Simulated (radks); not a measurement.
Rb IV, 34 electrons, occupied as [Ar] 3d10 4s2 4p3.75 5s0.25 (fractional occupations, a model configuration). Method: Dirac Kohn-Sham, AM05, spin-unpolarised, spherical densities, finite nucleus; open shells fill j = l - 1/2 first; Fermi nuclear charge, rms radius 4.2036 fm; computed with a radial shooting solver on a logarithmic mesh with Libxc functionals. Some entries of the table are withheld. Estimate them.

orbital,occ.,eigenvalue (eV),<r^2> (bohr^2),r(max) (bohr)
1s1/2,2,-15043.92,0.002191,0.02631
2s1/2,2,-2042.278,0.03731,0.1498
2p1/2,2,-1856.832,0.02849,(1)
2p3/2,4,-1796.173,0.02991,(2)
3s1/2,2,-334.2385,0.2999,0.4515
3p1/2,2,-267.7814,0.3061,(3)
3p3/2,4,-258.6364,0.3186,(4)
3d3/2,4,-142.0613,0.3329,(5)
3d5/2,6,-140.5028,0.3375,(6)
4s1/2,2,-65.2781,2.172,1.234
4p1/2,2,-48.6513,2.715,1.349
4p3/2,1.75,-47.5453,2.809,1.374
5s1/2,0.25,-21.6408,11.78,3.023

Answer. 
(1) 2p1/2 r(max) (bohr): 0.1173
(2) 2p3/2 r(max) (bohr): 0.1207
(3) 3p1/2 r(max) (bohr): 0.4407
(4) 3p3/2 r(max) (bohr): 0.4496
(5) 3d3/2 r(max) (bohr): 0.3905
(6) 3d5/2 r(max) (bohr): 0.3932
